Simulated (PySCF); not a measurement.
## An excited-state table with gaps

C₆H₈N₂.
Z-matrix (Å and degrees, PBE0-D3(BJ)/def2-SVP geometry), rows numbered from 1:
```
C 
N   1  1.4333
C   2  1.3626  1  123.71
C   3  1.4100  2  120.95  1  -174.01
C   4  1.3864  3  119.33  2  -179.12
N   5  1.3342  4  124.45  3    -0.03
C   6  1.3300  5  116.13  4    -0.10
C   7  1.3917  6  124.93  5    -0.08
H   1  1.1027  2  111.31  3   -58.57
H   1  1.0979  2  109.24  3  -176.83
H   1  1.1068  2  113.10  3    62.79
H   2  1.0094  1  117.84  3  -163.95
H   4  1.0934  3  120.40  2     0.63
H   5  1.0967  4  119.19  3   180.00
H   7  1.0970  6  116.27  5  -179.84
H   8  1.0905  3  121.43  2    -1.11
```

The calculation used PySCF 2.14.0, density-fitted response routines, TDDFT CAM-B3LYP/def2-SVPD, vertical, gas phase, core orbitals frozen in the response.

Orbital energies (eV): HOMO-3 -10.76, HOMO-2 -8.64, HOMO-1 -8.53, HOMO -7.56, LUMO 0.82, LUMO+1 1.04, LUMO+2 1.11.

Lowest singlets, with some entries withheld (?).

```tsv
state	ν̃ (cm⁻¹)	f	main configurations (H = HOMO, L = LUMO)
S1	41510	0.020	H→L (78%), H-2→L+1 (12%)
S2	?	?	H-1→L (96%)
S3	?	0.0067	H-1→L+1 (88%)
S4	46140	?	?
S5	46490	?	H→L+2 (75%), H→L+3 (10%), H→L+1 (9%)
S6	52100	0.018	H→L+3 (80%), H→L+2 (9%)
S7	53700	0.247	?
S8	55520	0.534	H-2→L (62%), H-2→L+1 (19%)
S9	55760	0.0092	H→L+4 (86%)
S10	58840	0.0011	?
```

Problem. Supply the missing values.

Solution. 
- S2: ν̃ = 43170 cm⁻¹; f = 0.0004
- S3: ν̃ = 45350 cm⁻¹
- S4: f = 0.186; H→L+1 (66%), H-2→L (13%), H→L (9%)
- S5: f = 0.0048
- S7: H-2→L+1 (57%), H-2→L (15%), H→L (10%)
- S10: H-2→L+2 (48%), H-2→L+4 (21%), H→L+5 (11%)

Problem. Where do the lowest triplets lie (Tamm–Dancoff)?

Solution. T1 4.07 eV, H→L+1 (46%), H→L (28%), H-2→L (15%); T2 4.45 eV, H→L (58%), H→L+1 (34%); T3 4.63 eV, H-2→L (68%), H→L+1 (10%), H→L (9%); T4 4.90 eV, H-1→L+1 (61%), H-1→L (30%). E(S1) − E(T1) = +1.07 eV.

Problem. How far apart are S8 and S10, in eV and cm⁻¹?

Solution. 7.295 − 6.883 = 0.412 eV, or about 3320 cm⁻¹.

Problem. What is the mean static polarisability from the same response equations?

Solution. 86.2 au (12.78 Å³), with principal values 53.7, 90.8 and 114.2 au.

All these states lie below the vertical ionisation energy of 8.20 eV (ΔSCF).

Time: 3.5 min. Hardware: an Arm Neoverse V1 with one thread (shared host).

One conformer stands for the species.
